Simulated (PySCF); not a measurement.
CHF, SMILES [CH]F (connectivity only; charge and spin as stated), neutral, multiplicity 1.

Geometry optimised at PBE-D3(BJ)/def2-TZVPD. The isomer is the one that the SMILES or the coordinates give; other isomers of the formula were not compared.

All values below come from TDDFT-LC-ωPBE/def2-TZVPD run with PySCF.

Vertical excitations. Gas-phase values at a fixed geometry. State labels are in the subgroup Cs.

```csv
state,symmetry,energy (eV),λ (nm),f,main pairs
S1,A",2.15,578,0.005,HOMO→LUMO 102 %
S2,A',7.10,175,0.079,HOMO→LUMO+1 90 %
S3,A',7.97,156,0.027,"HOMO→LUMO+2 61 %, HOMO→LUMO+5 25 %"
S4,A",8.25,150,0.024,HOMO−1→LUMO 97 %
S5,A',9.11,136,0.037,HOMO→LUMO+3 88 %
S6,A",9.13,136,0.008,HOMO→LUMO+4 95 %
S7,A',9.85,126,0.078,"HOMO→LUMO+5 58 %, HOMO→LUMO+2 25 %"
S8,A",9.91,125,0.005,HOMO−3→LUMO 98 %
S9,A',10.44,119,0.036,HOMO→LUMO+6 78 %
S10,A',10.56,117,0.091,HOMO−2→LUMO 75 %
T1,A",0.52,2393,0,HOMO→LUMO 96 %
T2,A',6.48,191,0,"HOMO→LUMO+1 68 %, HOMO→LUMO+5 21 %"
T3,A",6.90,180,0,HOMO−1→LUMO 92 %
T4,A',7.34,169,0,"HOMO→LUMO+2 48 %, HOMO→LUMO+5 22 %, HOMO→LUMO+1 9 %"
```
Triplets are in the Tamm–Dancoff approximation, which puts them higher than full response would, so one can lie above its singlet here.
